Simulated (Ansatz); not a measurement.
The same ligand exchange along the group B, Al, Ga, In.

Calculated with Ansatz (gas phase, PBE0-D4/def2-TZVP geometries, no zero-point term in ΔE). CCSD(T)/CBS is the MP2 limit (def2-TZVPP, def2-QZVPP) plus CCSD(T) − MP2 in def2-TZVPP, frozen cores. This one scheme is used for every species. Functionals use def2-TZVPP. B3LYP here is the variant with VWN-RPA as its local correlation; programs differ in this. def2 core potentials past Kr. For Ga, I, In outer-core shells are correlated without core-valence functions, which leaves a few kJ/mol of doubt a bond. Scalar relativity is left out up to krypton.

```json
{"reaction": "`BN([SiH3])[SiH3]` + HI → `BI` + `[SiH3]N[SiH3]`", "B3LYP-D4 (eV)": "0.59", "HF/CBS(def2) (eV)": "0.49", "revPBE-D4 (eV)": "0.55"}
{"reaction": "`[AlH2][N]([SiH3])[SiH3]` + HI → `[AlH2][I]` + `[SiH3]N[SiH3]`", "B3LYP-D4 (eV)": "-0.49", "HF/CBS(def2) (eV)": "-0.72", "revPBE-D4 (eV)": "-0.49"}
{"reaction": "`[SiH3][N]([SiH3])[GaH2]` + HI → `[GaH2][I]` + `[SiH3]N[SiH3]`", "B3LYP-D4 (eV)": "-0.81", "HF/CBS(def2) (eV)": "-1.07", "revPBE-D4 (eV)": "-0.76"}
{"reaction": "`[SiH3][N]([SiH3])[InH2]` + HI → `[InH2][I]` + `[SiH3]N[SiH3]`", "B3LYP-D4 (eV)": "-1.22", "HF/CBS(def2) (eV)": "-1.55", "revPBE-D4 (eV)": "-1.15"}
```

Give the CCSD(T)/CBS values in the same order. (An estimate is asked.)

The calculation gave: 0.53, -0.54, -0.77, -1.15 eV.

Largest T1 diagnostic: 0.015, for `[SiH3][N]([SiH3])[InH2]`.
